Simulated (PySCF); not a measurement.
# Removing an electron from AsSbSbSb tetrahedron

AsSbSbSb tetrahedron, Sb3As.
Cartesian coordinates in Å at the PBE0-D3(BJ)/def2-SVP level; atoms count from 1:
```xyz
4
Sb3As angstrom
As     1.3216    0.6773    0.5215
Sb    -1.1864    1.1749   -0.1818
Sb     0.3940   -0.7429   -1.5103
Sb    -0.4458   -1.1997    1.1401
```

Level: wB97X-D/def2-SVPD (PySCF). Frontier orbitals with their largest atomic shares (Löwdin; up to four atoms above 4 %):

```json
{"orbital": "HOMO−3", "ε (eV)": "-8.96", "main atoms": "As1 31 %, Sb3 30 %, Sb4 21 %, Sb2 18 %"}
{"orbital": "HOMO−2", "ε (eV)": "-8.60", "main atoms": "As1 27 %, Sb4 24 %, Sb2 24 %, Sb3 24 %"}
{"orbital": "HOMO−1", "ε (eV)": "-7.90", "main atoms": "?"}
{"orbital": "HOMO", "ε (eV)": "-7.89", "main atoms": "?"}
{"orbital": "LUMO", "ε (eV)": "0.07", "main atoms": "Sb3 47 %, Sb2 34 %, Sb4 11 %, As1 8 %"}
{"orbital": "LUMO+1", "ε (eV)": "0.08", "main atoms": "Sb4 42 %, Sb3 29 %, Sb2 21 %, As1 8 %"}
{"orbital": "LUMO+2", "ε (eV)": "0.08", "main atoms": "Sb4 41 %, Sb2 39 %, Sb3 19 %"}
```

Task: What vertical ionisation energy does ΔSCF give, and how far is −ε(HOMO) from it?

Result: ΔSCF: 8.00 eV (772 kJ/mol; threshold wavelength 155 nm); ⟨S²⟩ of the doublet left behind is 0.757, against 0.75 for a pure doublet. −ε(HOMO) is 7.89 eV, 0.11 eV below it. For the exact functional −ε(HOMO) would equal the first vertical ionisation energy; wB97X-D (range-separated hybrid) comes within 0.11 eV of that here.

Task: On which atoms does the HOMO lie?

Result: HOMO: Sb3 32 %, Sb2 25 %, Sb4 24 %, As1 19 %; HOMO−1: Sb4 30 %, Sb2 30 %, Sb3 22 %, As1 19 %. These 2 orbitals lie within 0.02 eV of one another. The HOMO−2 lies 0.71 eV lower.

Task: Shift the occupied levels rigidly so that −ε(HOMO) equals the ΔSCF value. What binding energies result?

Result: The shift is +0.11 eV: HOMO 8.00, HOMO−1 8.01, HOMO−2 8.71, HOMO−3 9.07 eV. A rigid shift is only a rough guide to the deeper ionisations.

Task: How many of the 10 lowest singlet excitations (vertical TDDFT, same level) lie below the ionisation energy?

Result: All 10; they run from 3.63 to 4.32 eV.

Task: What total energies stand behind the ΔSCF value?

Result: E(N) = -2956.73775 Eh and E(N − 1) = -2956.44383 Eh at the same geometry, 0.29392 Eh apart.

Geometry: PBE0-D3(BJ)/def2-SVP; no solvent, vibrations or thermal averaging. Atoms past krypton carry effective core potentials; spin–orbit coupling is left out. The calculation is non-relativistic apart from the core potentials, for arsenic too.

These values come from a run that also computed excited states and ΔSCF ions. The run took 86 s of wall time (with the writing of density and orbital grids) on an Arm Neoverse V1 with one thread, shared host, and the process peaked at 0.67 GiB of memory.

wB97X-D is run here without its empirical dispersion term; that term would change no orbital, density or response property at a fixed geometry.
